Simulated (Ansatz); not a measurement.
A search over several starts for the lowest SCF solution of Au₃I₂ at the given spin, in a small basis.

```yaml
crystal:
  periodic: [false, false, false]
  atoms:
    - {symbol: Au, position_ang: [-1.399334, -1.100573, -0.031288]}
    - {symbol: Au, position_ang: [-1.646737, 1.557378, 0.037338]}
    - {symbol: Au, position_ang: [1.263057, -0.150114, -0.001713]}
    - {symbol: I, position_ang: [0.984876, 2.478303, 0.067695]}
    - {symbol: I, position_ang: [0.798138, -2.784993, -0.072033]}
basis:
  gaussian: {orbitals: def2-SVP, initial_orbitals: start.molden}
magnetization: {spin_polarized: true, initial_magnetization: 1}
hamiltonian: {xc: pbe, dispersion: d4}
output: {orbitals: {seedname: orbitals}}
```

The file start.molden holds the orbitals of an earlier run on this structure, at another level or in another basis.

```sh
$ ansatz run in.yaml --threads 4 --pin off --events-out ev --progress --plain --max-ram 4787MiB
```

It prints (some lines left out):

```
Functional definition: PBE
1592 factors; their error is unknown
mean field evaluation 1: about -27267.6028 eV, gradient 2.0e2 eV
mean field evaluation 2: about -27275.1659 eV, gradient 1.5e1 eV
mean field evaluation 4: about -27286.5687 eV, gradient 6.1e0 eV
mean field evaluation 8: about -27288.6308 eV, gradient 5.9e-2 eV
mean field evaluation 16: about -27288.5900 eV, gradient 3.1e0 eV
mean field evaluation 32: about -27286.4553 eV, gradient 1.0e1 eV
mean field -27288.63078587 eV, -1002.8386844824 hartree, gradient 2.3e-5 eV, S^2 0.752704; 5 other end points of the search recorded, 0 dependent functions left out
reference -27288.63082660 eV, -1002.8386859794 hartree; 54, 53 occupied and 94, 95 virtual orbitals, 1592 factors
Total energy: -27289.02711702 eV, -1002.8532493834 hartree
```

It took 8 s on 4 threads of Intel Xeon on a shared host.

In the def2 sets Au, I take a core potential; there is no spin–orbit coupling. No other spin state of charge 0 was run. The structure comes from a short search, and lower isomers may exist.
